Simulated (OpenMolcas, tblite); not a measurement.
# How methods differ on CHClFNSi (SMILES FC1=N[SiH]1Cl)

CHClFNSi: 6 atoms, total charge 0, spin state singlet. As SMILES, `FC1=N[SiH]1Cl`. Geometry: relaxed at PBE0-D4/def2-TZVP.

Each level gives the HOMO–LUMO gap (eV). The values are calculated.

```tsv
level	kind	program	value (eV)	CPU time
IPEA1-xTB	semi-empirical	tblite	3.62	under 2 s
HF/6-31G* (spherical functions)	Hartree–Fock	OpenMolcas	13.50	11 s
SVWN5/6-31G* (spherical functions)	LDA	OpenMolcas	4.57	23 s
BLYP/6-31G* (spherical functions)	GGA	OpenMolcas	4.69	30 s
revPBE/6-31G* (spherical functions)	GGA	OpenMolcas	4.69	31 s
M06-L/6-31G* (spherical functions)	meta-GGA	OpenMolcas	5.10	40 s
r2SCAN/6-31G* (spherical functions)	meta-GGA	OpenMolcas	5.14	40 s
B3LYP/6-31G* (spherical functions)	global hybrid	OpenMolcas	6.52	32 s
B2PLYP/6-31G* (spherical functions)	double hybrid	OpenMolcas	9.40	21 s
```

The values span 3.62 to 13.50 eV. Orbital gaps aren't excitation energies, and those of double hybrids come from the SCF part alone; they tend to grow with the share of exact exchange. CPU times are rough (shared hosts, several kinds of processor and program).
